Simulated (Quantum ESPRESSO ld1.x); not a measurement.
Values are calculated unless marked as measured or tabulated.
The tantalum ion Ta+, configuration [Xe] 4f14 5d3 6s1.

Level of theory: Dirac Kohn-Sham, PBEsol, spin-unpolarised, spherical densities, point nucleus; open shells are shared between the two j in proportion to 2j + 1 (ld1.x of Quantum ESPRESSO 7.5).

Energy parts (eV):
total: -425067
kinetic: 477239
electron-nucleus: -1059895
Hartree: 166091
exchange-correlation: -8502

Orbitals (lengths in bohr, moments of r in powers of bohr; <r^-3> diverges for s and p1/2; r(90%) holds 90 % of the orbital's charge):
| orbital | occ. | eigenvalue (eV) | r(90%) | <r^-3> | <r^4> |
|---|---|---|---|---|---|
| 1s1/2 | 2 | -67261.6 | 0.0340 | - | 6.208e-07 |
| 2s1/2 | 2 | -11554.7 | 0.122 | - | 0.00009342 |
| 2p1/2 | 2 | -11043.1 | 0.108 | - | 0.00005643 |
| 2p3/2 | 4 | -9773.50 | 0.118 | 15570 | 0.00008127 |
| 3s1/2 | 2 | -2652.16 | 0.300 | - | 0.003468 |
| 3p1/2 | 2 | -2424.88 | 0.292 | - | 0.003069 |
| 3p3/2 | 4 | -2151.60 | 0.313 | 3500 | 0.004022 |
| 3d3/2 | 4 | -1767.95 | 0.285 | 603.9 | 0.002745 |
| 3d5/2 | 6 | -1708.41 | 0.291 | 516.1 | 0.002981 |
| 4s1/2 | 2 | -546.136 | 0.659 | - | 0.08231 |
| 4p1/2 | 2 | -452.506 | 0.676 | - | 0.09044 |
| 4p3/2 | 4 | -389.491 | 0.724 | 807.0 | 0.1189 |
| 4d3/2 | 4 | -235.691 | 0.776 | 121.4 | 0.1556 |
| 4d5/2 | 6 | -224.116 | 0.793 | 101.6 | 0.1699 |
| 5s1/2 | 2 | -80.0812 | 1.59 | - | 2.759 |
| 5p1/2 | 2 | -52.9606 | 1.79 | - | 4.427 |
| 5p3/2 | 4 | -44.1843 | 1.95 | 110.0 | 6.256 |
| 4f5/2 | 6 | -32.9825 | 1.06 | 17.78 | 0.6590 |
| 4f7/2 | 8 | -30.9996 | 1.08 | 16.92 | 0.7181 |
| 6s1/2 | 1 | -11.6581 | 4.45 | - | 168.9 |
| 5d3/2 | 1.2 | -10.9211 | 3.26 | 7.015 | 49.72 |
| 5d5/2 | 1.8 | -10.2792 | 3.39 | 5.630 | 57.80 |

The highest occupied level is 5d5/2 at -10.279 eV. For comparison, the ionisation energy in NIST's Atomic Spectra Database is 16.2 eV (semi-empirical). In exact Kohn-Sham theory the highest level is minus the ionisation energy, but local and semilocal functionals leave it too shallow, through self-interaction and a potential that decays too fast; potentials with the right tail come closer. Summed over all electrons, <r^2> = 54.00 bohr^2, which gives a Langevin (diamagnetic) susceptibility term of -42.8 x 10^-6 cm^3/mol.

Beside tabulated values, note that spin-unpolarised runs miss the spin-polarisation part of the exchange energy of open shells.
